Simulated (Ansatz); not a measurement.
Job for Ansatz (an electronic-structure program): R-PBE0/def2-TZVPPD on H8Si2 (a complex), monomers drawn apart or pushed together. Files ending in .json are basis or fitting sets from the Basis Set Exchange.

Ansatz 0.2 input:
```yaml
crystal:
  periodic: [false, false, false]
  atoms:
    - {symbol: Si, position_ang: [-0.16226998, -0.03845247, -0.10104313]}
    - {symbol: H, position_ang: [0.14622033, 0.30485889, -1.50794244]}
    - {symbol: H, position_ang: [-0.48199000, -1.47965413, -0.00114178]}
    - {symbol: H, position_ang: [-1.31833862, 0.76031858, 0.36213345]}
    - {symbol: H, position_ang: [1.01365750, 0.26415527, 0.74582010]}
    - {symbol: Si, position_ang: [0.42156173, 0.10326694, 7.10267904]}
    - {symbol: H, position_ang: [1.82555535, -0.33831370, 6.95047132]}
    - {symbol: H, position_ang: [-0.45137930, -0.72776290, 6.24286250]}
    - {symbol: H, position_ang: [0.29975181, 1.52158060, 6.69947172]}
    - {symbol: H, position_ang: [0.00435254, -0.04844823, 8.51524988]}
basis:
  gaussian:
    orbitals: def2-TZVPPD.json
hamiltonian:
  xc: {name: PBE0}
scf: {lower_state_search: off}
```

Question: Give the final energy of this run.

Answer: -583.5134 hartree.
